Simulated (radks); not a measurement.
Results of a calculation; reference values are marked as such.
All-electron atom: Ba3+ in [Kr] 4d10 5s2 5p3 4f2 (not the ground configuration). Level of theory: scalar-relativistic Kohn-Sham, revPBE, spin-unpolarised, spherical densities, finite nucleus; Fermi nuclear charge, rms radius 4.8378 fm (a radial shooting solver on a logarithmic mesh with Libxc functionals).

Unscreened Slater integrals over Kohn-Sham orbitals (cm^-1).

| integral | value |
|---|---|
| F0(4f,4f) | 137190 |
| F2(4f,4f) | 60097 |
| F4(4f,4f) | 36747 |
| F6(4f,4f) | 26173 |
| F0(4f,5p) | 114370 |
| F2(4f,5p) | 48393 |
| G2(4f,5p) | 34979 |
| G4(4f,5p) | 25139 |
| F0(4f,5s) | 125010 |
| G3(4f,5s) | 34270 |
| F0(4f,4d) | 174020 |
| F2(4f,4d) | 74247 |
| F4(4f,4d) | 45500 |
| G1(4f,4d) | 85603 |
| G3(4f,4d) | 52065 |
| G5(4f,4d) | 36357 |
| F0(5p,5p) | 105360 |
| F2(5p,5p) | 57333 |
| F0(5p,5s) | 112100 |
| G1(5p,5s) | 75449 |
| F0(5p,4d) | 130960 |
| F2(5p,4d) | 37757 |
| G1(5p,4d) | 11214 |
| G3(5p,4d) | 10745 |
| F0(5s,5s) | 120810 |
| F0(5s,4d) | 147190 |
| G2(5s,4d) | 17150 |
| F0(4d,4d) | 244970 |
| F2(4d,4d) | 124530 |
| F4(4d,4d) | 83027 |

Derived for the open shells (J is the average intra-shell exchange parameter used in DFT+U). 5p: J = F2/5 = 11470 cm^-1. 4f: F4/F2 = 0.611, F6/F2 = 0.436, J = (286 F2 + 195 F4 + 250 F6)/6435 = 4801 cm^-1.
